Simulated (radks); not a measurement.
Ir+, configuration [Xe] 4f14 5d(up 3.875, down 3.125) 6s(up 0.5, down 0.5) (fractional occupations, a model configuration).

All-electron calculation, non-relativistic Kohn-Sham, PBE, spin-polarised, spherical densities, point nucleus; relativity is left out, which matters for an element this heavy. Program: a radial shooting solver on a logarithmic mesh with Libxc functionals.

Energy parts (eV):
part                       energy
total                  -457408.91
kinetic                 457295.04
electron-nucleus      -1088645.78
Hartree                 182846.91
exchange-correlation     -8905.08

Orbitals (lengths in bohr, moments of r in powers of bohr; <r^-3> diverges for s and p1/2; r(max) is where P^2 peaks):
orbital   occ.  eigenvalue (eV)   <1/r>  <r^-3>   r(max)
1s up        1        -69276.84   76.45       -  0.01305
1s down      1        -69276.84   76.45       -  0.01305
2s up        1        -11501.66   17.97       -  0.07100
2s down      1        -11501.61   17.97       -  0.07100
2p up        3        -11045.39   18.00   16080  0.05509
2p down      3        -11045.35   18.00   16080  0.05509
3s up        1        -2673.791   6.941       -   0.1944
3s down      1        -2673.771   6.941       -   0.1944
3p up        3        -2460.130   6.894    3478   0.1830
3p down      3        -2460.110   6.894    3478   0.1830
3d up        5        -2061.678   6.823   617.1   0.1440
3d down      5        -2061.643   6.823   617.1   0.1440
4s up        1        -561.0639   3.017       -   0.4352
4s down      1        -561.0239   3.017       -   0.4352
4p up        3        -470.0240   2.927   807.9   0.4350
4p down      3        -469.9813   2.927   807.8   0.4350
4d up        5        -303.2275   2.739   125.6   0.4290
4d down      5        -303.1754   2.739   125.6   0.4290
4f up        7         -81.8769   2.363   26.08   0.3893
4f down      7         -81.8006   2.364   26.10   0.3893
5s up        1         -86.9100   1.226       -   0.9793
5s down      1         -86.4894   1.227       -   0.9785
5p up        3         -59.0201   1.112   128.3    1.044
5p down      3         -58.5605   1.113   128.8    1.043
5d up    3.875         -16.7879  0.8040   10.96    1.282
5d down  3.125         -16.3100  0.8022   10.93    1.281
6s up      0.5         -11.6567  0.4176       -    2.587
6s down    0.5         -11.4466  0.4139       -    2.603

The highest occupied level is 6s down at -11.447 eV. The spin density at the nucleus is -0.3111 e/bohr^3 (1s -0.0063, 2s -0.0486, 3s -0.0333, 4s 0.0621, 5s -0.5084, 6s 0.2235). The electron density at the nucleus is 3.273e+05 e/bohr^3. Virial ratio -V/T = 2.00025. Summed over all electrons, <r^2> = 54.37 bohr^2, which gives a Langevin (diamagnetic) susceptibility term of -43.1 x 10^-6 cm^3/mol. Spin moment in Bohr magnetons: 0.75.
